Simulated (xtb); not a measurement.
HNaO, singlet, from a rough starting geometry (GFN-xTB shapes and energies of metal compounds can be far from the true ones); GFN2-xTB (xtb 6.7.1).

xtb was given this input:
```
$ xtb mol.xyz --gfn 2 --opt vtight --json

# file mol.xyz
3

Na    -1.06164296    -0.69459363    -0.83845198
O      0.25384947    -0.03653131     0.24455747
H      0.76433795     0.73246585     0.65704573
```

Question: Write the output that xtb gives for this input, abridged.

Answer: 
```
   ID    Z sym.   atoms
    1   11 Na     1
    2    8 O      2
    3    1 H      3

           -------------------------------------------------
          |                Calculation Setup                |
           -------------------------------------------------

           -------------------------------------------------
          |                 G F N 2 - x T B                 |
           -------------------------------------------------

          ...................................................
          :                      SETUP                      :
          :.................................................:
          :  # basis functions                   9          :
          :  # atomic orbitals                   9          :
          :  # shells                            5          :
          :  # electrons                         8          :
          :  max. iterations                   250          :
          :  Hamiltonian                  GFN2-xTB          :
          :  restarted?                      false          :
          :  GBSA solvation                  false          :
          :  PC potential                    false          :
          :  electronic temp.          300.0000000     K    :
          :  accuracy                    1.0000000          :
          :  -> integral cutoff          0.2500000E+02      :
          :  -> integral neglect         0.1000000E-07      :
          :  -> SCF convergence          0.1000000E-05 Eh   :
          :  -> wf. convergence          0.1000000E-03 e    :
          :  Broyden damping             0.4000000          :
          :  net charge                          0          :
          :  unpaired electrons                  0          :
          ...................................................

 iter      E             dE          RMSdq      gap      omega  full diag
   1     -4.7932562 -0.479326E+01  0.557E+00    1.53       0.0  T
   2     -4.7950467 -0.179053E-02  0.329E+00    1.09       1.0  T
   3     -4.7947955  0.251140E-03  0.898E-01    1.41       1.0  T
   4     -4.7953644 -0.568820E-03  0.387E-01    1.14       1.0  T
   5     -4.7953819 -0.175373E-04  0.206E-01    1.25       1.0  T
   6     -4.7954387 -0.567801E-04  0.686E-02    1.17       1.0  T
   7     -4.7954439 -0.519754E-05  0.129E-02    1.20       4.5  T
   8     -4.7954441 -0.201192E-06  0.645E-03    1.19       9.0  T
   9     -4.7954441 -0.331071E-07  0.528E-04    1.19     109.3  T
  10     -4.7954441 -0.350221E-09  0.831E-05    1.19     694.7  T

   *** convergence criteria satisfied after 10 iterations ***

         :::::::::::::::::::::::::::::::::::::::::::::::::::::
         ::                     SUMMARY                     ::
         :::::::::::::::::::::::::::::::::::::::::::::::::::::
         :: total energy              -4.778174445238 Eh    ::
         :: gradient norm              0.059585666570 Eh/a0 ::
         :: HOMO-LUMO gap              1.191435636888 eV    ::
         ::.................................................::
         :: SCC energy                -4.795444112104 Eh    ::
         :: -> isotropic ES            0.133415921735 Eh    ::
         :: -> anisotropic ES         -0.000387507659 Eh    ::
         :: -> anisotropic XC         -0.000222110074 Eh    ::
         :: -> dispersion             -0.000371834102 Eh    ::
         :: repulsion energy           0.017269666866 Eh    ::
         :: add. restraining           0.000000000000 Eh    ::
         :: total charge               0.000000000069 e     ::
         :::::::::::::::::::::::::::::::::::::::::::::::::::::

      -----------------------------------------------------------
     |                   =====================                   |
     |                        A N C O P T                        |
     |                   =====================                   |
     |               Approximate Normal Coordinate               |
     |                Rational Function Optimizer                |
      -----------------------------------------------------------
      -----------------------------------------------------------
     |                   =====================                   |
     |                        A N C O P T                        |
     |                   =====================                   |
     |               Approximate Normal Coordinate               |
     |                Rational Function Optimizer                |
      -----------------------------------------------------------

          ...................................................
          :                      SETUP                      :
          :.................................................:
          :   optimization level         verytight          :
          :   max. optcycles                   200          :
          :   ANC micro-cycles                  20          :
          :   degrees of freedom                 3          :
          :.................................................:
          :   RF solver                   davidson          :
          :   write xtbopt.log                true          :
          :   linear?                        false          :
          :   energy convergence         0.1000000E-06 Eh   :
          :   grad. convergence          0.2000000E-03 Eh/α :
          :   maxmium RF displ.          1.0000000          :
          :   Hlow (freq-cutoff)         0.1000000E-01      :
          :   Hmax (freq-cutoff)         5.0000000          :
          :   S6 in model hess.         20.0000000          :
          ...................................................

generating ANC from exact Hessian ...
Using Lindh-Hessian (1995)
 Shifting diagonal of input Hessian by    0.0000000000000000
 Lowest  eigenvalues of input Hessian
    0.000000    0.000000    0.000000    0.000000    0.000000    0.000000
    0.141788    0.495938    1.334416
 Highest eigenvalues
[...]
 * total energy  :    -4.7781744 Eh     change       -0.4631850E-11 Eh
 * total energy  :    -4.7804570 Eh     change       -0.2282573E-02 Eh
 * total energy  :    -4.7806373 Eh     change       -0.1802753E-03 Eh
 * total energy  :    -4.7806527 Eh     change       -0.1540910E-04 Eh
 * total energy  :    -4.7806595 Eh     change       -0.6789552E-05 Eh
 * total energy  :    -4.7806736 Eh     change       -0.1407627E-04 Eh
 * total energy  :    -4.7806746 Eh     change       -0.1035592E-05 Eh
 * total energy  :    -4.7806753 Eh     change       -0.6623982E-06 Eh
 * total energy  :    -4.7806753 Eh     change       -0.6453940E-07 Eh
   *** GEOMETRY OPTIMIZATION CONVERGED AFTER 9 ITERATIONS ***
[...]
 ---------------------------------

           -------------------------------------------------
          |                Final Singlepoint                |
           -------------------------------------------------

          ...................................................
          :                      SETUP                      :
          :.................................................:
          :  # basis functions                   9          :
          :  # atomic orbitals                   9          :
          :  # shells                            5          :
          :  # electrons                         8          :
          :  max. iterations                   250          :
          :  Hamiltonian                  GFN2-xTB          :
          :  restarted?                      false          :
          :  GBSA solvation                  false          :
          :  PC potential                    false          :
          :  electronic temp.          300.0000000     K    :
          :  accuracy                    1.0000000          :
          :  -> integral cutoff          0.2500000E+02      :
          :  -> integral neglect         0.1000000E-07      :
          :  -> SCF convergence          0.1000000E-05 Eh   :
          :  -> wf. convergence          0.1000000E-03 e    :
          :  Broyden damping             0.4000000          :
          :  net charge                          0          :
          :  unpaired electrons                  0          :
          ...................................................

 iter      E             dE          RMSdq      gap      omega  full diag
   1     -4.8059924 -0.480599E+01  0.188E-06    1.14       0.0  T
   2     -4.8059924 -0.177636E-14  0.104E-06    1.14   55316.4  T
   3     -4.8059924  0.000000E+00  0.802E-07    1.14   71961.7  T

   *** convergence criteria satisfied after 3 iterations ***

         :::::::::::::::::::::::::::::::::::::::::::::::::::::
         ::                     SUMMARY                     ::
         :::::::::::::::::::::::::::::::::::::::::::::::::::::
         :: total energy              -4.780675331261 Eh    ::
         :: gradient norm              0.000055504970 Eh/a0 ::
         :: HOMO-LUMO gap              1.141546957117 eV    ::
         ::.................................................::
         :: SCC energy                -4.805992414132 Eh    ::
         :: -> isotropic ES            0.136144519100 Eh    ::
         :: -> anisotropic ES         -0.001408979398 Eh    ::
         :: -> anisotropic XC         -0.000508991455 Eh    ::
         :: -> dispersion             -0.000365101639 Eh    ::
         :: repulsion energy           0.025317082870 Eh    ::
         :: add. restraining           0.000000000000 Eh    ::
         :: total charge               0.000000000225 e     ::
         :::::::::::::::::::::::::::::::::::::::::::::::::::::

           -------------------------------------------------
          |                Property Printout                |
           -------------------------------------------------

    * Orbital Energies and Occupations

         #    Occupation            Energy/Eh            Energy/eV
      -------------------------------------------------------------
         1        2.0000           -0.5532685             -15.0552
         2        2.0000           -0.4189605             -11.4005
         3        2.0000           -0.3127215              -8.5096
         4        2.0000           -0.3119340              -8.4882 (HOMO)
         5                         -0.2699829              -7.3466 (LUMO)
         6                         -0.0681037              -1.8532
         7                         -0.0655329              -1.7832
         8                          0.0425337               1.1574
         9                          0.3675050              10.0003
      -------------------------------------------------------------
                  HL-Gap            0.0419511 Eh            1.1415 eV
             Fermi-level           -0.2907883 Eh           -7.9128 eV

     #   Z          covCN         q      C6AA      α(0)
     1  11 Na       0.679     0.657   105.972    35.761
     2   8 O        1.462    -0.876    33.051     7.749
     3   1 H        0.828     0.218     1.022     1.586

 Mol. C6AA /au·bohr⁶  :        236.037513
 Mol. C8AA /au·bohr⁸  :      18816.785674
 Mol. α(0) /au        :         45.096221

Wiberg/Mayer (AO) data.
largest (>0.10) Wiberg bond orders for each atom

 ---------------------------------------------------------------------------
     #   Z sym  total        # sym  WBO       # sym  WBO       # sym  WBO
 ---------------------------------------------------------------------------
     1  11 Na   0.638 --     2 O    0.625
     2   8 O    1.565 --     3 H    0.939     1 Na   0.625
     3   1 H    0.952 --     2 O    0.939
 ---------------------------------------------------------------------------

Topologies differ in total number of bonds
Writing topology from bond orders to xtbtopo.mol

molecular dipole:
                 x           y           z       tot (Debye)
 q only:       -1.397      -0.568      -1.152
   full:       -1.442      -0.737      -1.187       5.103
molecular quadrupole (traceless):
                xx          xy          yy          xz          yz          zz
 q only:        1.185       3.166      -0.770       3.323       2.543      -0.415
  q+dip:        1.090       4.511      -0.293       3.962       3.624      -0.797
   full:        1.047       4.960      -0.063       4.308       3.987      -0.984

optimized geometry written to: xtbopt.xyz

           -------------------------------------------------
          | TOTAL ENERGY               -4.780675331261 Eh   |
          | GRADIENT NORM               0.000055504970 Eh/α |
          | HOMO-LUMO GAP               1.141546957117 eV   |
           -------------------------------------------------
```
